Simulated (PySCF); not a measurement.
# Computed properties of Li(OtBu) (C4H9LiO), SMILES [Li][O]C(C)(C)C

Li(OtBu) (C4H9LiO), SMILES [Li][O]C(C)(C)C. Geometry: ωB97X-D3(BJ)/def2-SVP. The isomer is the one that the SMILES or the coordinates give; other isomers of the formula were not compared. One conformer was computed; it need not be the lowest. All values are computed for the isolated molecule unless a solvent is named; none is compared with measurement here.

**Structure.** The optimised structure has C3v symmetry. All 39 harmonic modes at ωB97X-D3(BJ)/def2-SVP (PySCF) are real, so it is a minimum. With heavy atoms numbered as in [Li:1][O:2][C:3]([CH3:4])([CH3:5])[CH3:6], the shortest bond between them is O2–C3 at 1.379 Å and the longest Li1–O2 at 1.580 Å.

**Vibrations.** The strongest infrared lines (harmonic, unscaled, degenerate partners summed) lie at 1330 cm⁻¹ (374 km/mol, C 55 %, O 30 %, H 12 %), 3150 cm⁻¹ (209 km/mol, H 91 %, C 9 %), 126 cm⁻¹ (125 km/mol, Li 59 %, C 16 %, O 16 %, H 9 %). The softest mode is at 126 cm⁻¹ and the zero-point energy is 79.4 kcal/mol.

**Electronic structure.** CAM-B3LYP/def2-TZVP (PySCF) places the frontier levels at -7.31 and -0.63 eV, a gap of 6.68 eV, and gives a dipole moment of 5.39 D and a mean polarisability of 65.6 bohr³.

**Excitations.** TDDFT-CAM-B3LYP/def2-SVPD (PySCF) has S1 at 3.99 eV (311 nm, f = 0.041, weak); the most intense of the 5 singlets computed lies at 3.99 eV (f = 0.04). Strengths of degenerate partners are summed. T1 (TDA) is at 3.97 eV. No vertical singlet excitation falls in the visible range (under 3.1 eV).

**NMR.** GIAO shifts at HF/pcSseg-1 (PySCF) (non-relativistic, atoms alike by connectivity averaged): ¹³C from 37.7 to 59.2 ppm against TMS; ¹H at 1.3 ppm against TMS.
